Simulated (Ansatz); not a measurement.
Start from `CN[SiH](C)F` and change one atom or group to get `CN[SiH](N)F`.

Ansatz, PBE0-D4/def2-TZVP geometries, multiplicity 1. Each molecule was computed in one conformer, which needn't be the lowest.

```csv
property,`CN[SiH](C)F`
zero-point energy (PBE0-D4/def2-TZVP) / kJ/mol,271.5
LUMO energy (PBE0/def2-TZVPP) / eV,1.01
size of the dipole moment (ωB97M-V/def2-TZVPP) / D,1.94
HOMO energy (PBE/def2-TZVPP) / eV,-5.74
HOMO energy (ωB97M-V/def2-TZVPP) / eV,-9.53
LUMO energy (B3LYP/def2-TZVPP) / eV,0.67
```

(1) What does the change do to each property? (Best estimate.)

## Answers

(1) Ansatz gave: 
| property | `CN[SiH](N)F` | shift |
| --- | --- | --- |
| zero-point energy (PBE0-D4/def2-TZVP) / kJ/mol | 245.1 | -26.4 |
| LUMO energy (PBE0/def2-TZVPP) / eV | 1.08 | 0.07 |
| size of the dipole moment (ωB97M-V/def2-TZVPP) / D | 2.11 | 0.17 |
| HOMO energy (PBE/def2-TZVPP) / eV | -5.73 | 0.01 |
| HOMO energy (ωB97M-V/def2-TZVPP) / eV | -9.51 | 0.02 |
| LUMO energy (B3LYP/def2-TZVPP) / eV | 0.72 | 0.05 |

The zero-point energy changes by -26.4 kJ/mol with -3 modes. Dipoles are sizes alone; their direction can turn.

B3LYP here is the variant with VWN-RPA as its local correlation; programs differ in this.
